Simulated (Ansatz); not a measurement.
Consider the atomization: `O/C(Cl)=[CH]/[GaH2]` → 2 C• + Cl• + Ga• + 4 H• + O•.

Calculated with Ansatz (gas phase, PBE0-D4/def2-TZVP geometries, no zero-point term in ΔE). CCSD(T)/CBS adds triple-zeta CCSD(T) − MP2 to the extrapolated MP2 energy (def2 sets, frozen cores). This one scheme is used for every species, atoms too. DFT in def2-TZVPP. No spin–orbit coupling; open shells (•) take unrestricted orbitals. Spin–orbit coupling would lower the free atoms: a little for C, Cl, O; clearly for Ga. Bonds to Ga are less sure, by a few kJ/mol each and by 10 to 20 or more in all where they break to atoms, as the def2 sets lack core-valence functions. Scalar relativity is left out up to krypton. Each species was taken in one conformer, which may not be the lowest.

What is ΔE at CCSD(T)/CBS? (An estimate is asked.)

Computed: +31.98 eV.

What do these levels give: PBE0-D4, r2SCAN0, MP2/def2-TZVPP, CCSD(T)/def2-TZVPP, MP2/def2-QZVPP, HF/CBS(def2)? (Best estimate.)

Computed: PBE0-D4 32.14, r2SCAN0 31.44, MP2/def2-TZVPP 32.05, CCSD(T)/def2-TZVPP 31.15, MP2/def2-QZVPP 32.54, HF/CBS(def2) 22.03 eV.

Largest T1 diagnostic among the species: 0.013.

From r2SCAN to r2SCAN0 (25 % exact exchange), in def2-TZVPP and without D4, ΔE moves by −0.75 eV: exact exchange takes away binding that semilocal exchange gives to molecules. At CCSD(T), def2-SVP lies −1.84 eV from the extrapolated value and def2-TZVPP −0.83 eV: correlation converges slowly with the basis, and small sets miss more of it in the bonded molecule than in its fragments. The D4 term adds +0.37 eV with B3LYP and +0.19 eV with PBE0; it sums over pairs of atoms, weighted by their polarisabilities, and B3LYP, whose exchange is more repulsive, gets the larger term.

B3LYP here is the variant with VWN-RPA as its local correlation; programs differ in this.

For atomizations the MP2-based limit and the directly extrapolated one differ by several kJ/mol either way, and by 10 to 25 for some Ge, Se and Sn compounds, so smaller differences from it don't rank the levels.
